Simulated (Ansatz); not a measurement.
`B[Se][CH2][AlH][SH]` + ethane → `B[Se]CC` + `[CH3][AlH][SH]`  (formal exchange of groups at the Se–C bond)

Calculated with Ansatz (gas phase, PBE0-D4/def2-TZVP geometries, no zero-point term in ΔE). CBS: MP2 limit from def2 TZ/QZ plus the TZ coupled-cluster correction, frozen cores. This one scheme is used for every species. DFT in def2-TZVPP. B3LYP here is the variant with VWN-RPA as its local correlation; programs differ in this. For Se outer-core shells are correlated without core-valence functions, which leaves a few kJ/mol of doubt a bond. Scalar relativity is left out up to krypton. One conformer a species, not always the lowest.

```
             level  ΔE (kcal/mol)  difference from CCSD(T)/CBS
         r2SCAN-D4            2.4                          0.0
           PBE0-D4            3.0                          0.6
          B3LYP-D4            1.6                         -0.8
           ωB97X-V            1.6                         -0.8
            B2PLYP            0.7                         -1.7
            r2SCAN            2.1                         -0.3
              PBE0            1.9                         -0.5
     HF/def2-TZVPP           -1.8                         -4.2
SCS-MP2/def2-TZVPP            1.7                         -0.7
   CCSD/def2-TZVPP            1.5                         -0.9
CCSD(T)/def2-TZVPP            2.3                         -0.1
     HF/def2-QZVPP           -1.8                         -4.2
    MP2/def2-QZVPP            2.3                         -0.1
SCS-MP2/def2-QZVPP            1.7                         -0.7
     MP2/CBS(def2)            2.4                          0.0
    CCSD/CBS(def2)            1.7                         -0.7
       CCSD(T)/CBS            2.4                            0
```

Largest T1 diagnostic among the species: 0.014.

In def2-TZVPP, CCSD(T) changes the Hartree–Fock value by +4.1 kcal/mol (the triples alone add +0.8 kcal/mol) and MP2 by +4.1 kcal/mol. The D4 term adds +2.0 kcal/mol with B3LYP and +1.1 kcal/mol with PBE0; it sums over pairs of atoms, weighted by their polarisabilities, and B3LYP, whose exchange is more repulsive, gets the larger term.
